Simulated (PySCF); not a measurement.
## I⁺ (iodine, charge +1) across methods

[Kr] 4d10 5s1 5p4 5d1, one real determinant (an excited configuration). Computed with PySCF 2.14 in dyall-av2z (22s16p12d, 130 functions), with no relativity, point nucleus.

| method | E (hartree) | mean ε 5p α (eV) | mean ε 5p β (eV) | mean ε 5d α (eV) | Σ⟨r²⟩ (bohr²) | ⟨S²⟩ |
| --- | --- | --- | --- | --- | --- | --- |
| PW91 | -6919.88 | -18.253 | -16.043 | -6.213 | 56.63 | 6.001 |
| LDA | -6913.65 | -18.328 | -16.216 | -6.108 | 56.71 | 6.001 |
| PBE0 | -6919.12 | -19.706 | -16.806 | -7.013 | 56.68 | 6.002 |
| UHF | -6916.94255 | -23.434 | -17.885 | -9.020 | 57.40 | 6.007 |
| wB97X | -6919.59 | -21.997 | -19.102 | -8.779 | 56.54 | 6.002 |
| r2SCAN | -6919.50 | -18.795 | -16.047 | -6.264 | 56.83 | 6.003 |
| revPBE | -6919.17 | -18.188 | -15.903 | -6.205 | 56.65 | 6.001 |

(1) Estimate the same row for PBE.

⟨L²⟩ = 8.00 against 12 for a pure F term, so this real determinant mixes terms. A non-relativistic calculation at this Z misses sizeable relativistic shifts. The outer electron is Rydberg-like, and this basis confines it to a smaller radius and binds it less than a complete one would.

Results:

(1) E (hartree) = -6918.93; mean ε 5p α (eV) = -18.210; mean ε 5p β (eV) = -15.986; mean ε 5d α (eV) = -6.189; Σ⟨r²⟩ (bohr²) = 56.67; ⟨S²⟩ = 6.001.
